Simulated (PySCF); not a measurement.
## Spinor energies of Xe⁺ (xenon, charge +1)

Start: [Kr] 4d10 5s2 5p5; 5p1/2 filled at m_j = +1/2; 5p3/2 filled at m_j = -3/2, -1/2, +1/2, +3/2. Calculated with PySCF 2.14 in x2c-SVPall-2c (6s8p4d, 50 functions): generalised Hartree-Fock with the X2C-1e Hamiltonian and a Gaussian nucleus; one run each with spin-orbit coupling (SO) screened by Boettger's factors, then bare. This is a chosen level, not necessarily the ground level.

| spinor shell | electrons | ε, screened SO (eV) | ε, bare SO (eV) | weight of nominal j (bare SO) | rms radius, bare SO (bohr) |
| --- | --- | --- | --- | --- | --- |
| 1s1/2 | 2 | -34728.7 | -34728.4 | 1.000 | 0.0305 |
| 2s1/2 | 2 | -5514.2 | -5514.1 | 1.000 | 0.124 |
| 2p1/2 | 2 | -5170.6 | -5180.2 | 1.000 | 0.107 |
| 2p3/2 | 4 | -4842.7 | -4838.9 | 1.000 | 0.112 |
| 3s1/2 | 2 | -1179.8 | -1179.8 | 1.000 | 0.326 |
| 3p1/2 | 2 | -1035.2 | -1037.0 | 1.000 | 0.318 |
| 3p3/2 | 4 | -971.18 | -970.44 | 1.000 | 0.330 |
| 3d3/2 | 4 | -718.57 | -720.38 | 1.000 | 0.302 |
| 3d5/2 | 6 | -705.45 | -704.27 | 1.000 | 0.306 |
| 4s1/2 | 2 | -239.86 | -239.87 | 1.000 | 0.762 |
| 4p1/2 | 2 | -186.02 | -186.39 | 1.000 | 0.798 |
| 4p3/2 | 4 | -173.46 | -173.32 | 1.000 | 0.823 |
| 4d3/2 | 4 | -84.202 | -84.480 | 1.000 | 0.944 |
| 4d5/2 | 6 | -82.312 | -82.136 | 1.000 | 0.950 |
| 5s1/2 | 2 | -36.598 | -36.602 | 0.999 | 1.97 |
| 5p1/2 | 1 | -23.438 | -23.488 | 1.000 | 2.28 |
| 5p3/2 | 4 | -21.052 | -21.038 | 1.000 | 2.39 |

| quantity | screened SO | bare SO |
| --- | --- | --- |
| E (hartree) | -7443.47287 | -7443.67144 |
| M_J | 1/2 | 1/2 |
| ⟨J²⟩ | 0.760 | 0.760 |
| ⟨L²⟩ | 2.041 | 2.044 |
| ⟨S²⟩ | 0.781 | 0.783 |

Each row is a mean over spinors that exchange with the open shell spreads, by up to 1.160 eV (5s1/2).

Breit and QED terms are absent; they matter most for the inner s and p1/2 levels.

Densities and radii are taken from the X2C orbitals without a picture-change correction, which distorts them close to the nucleus.
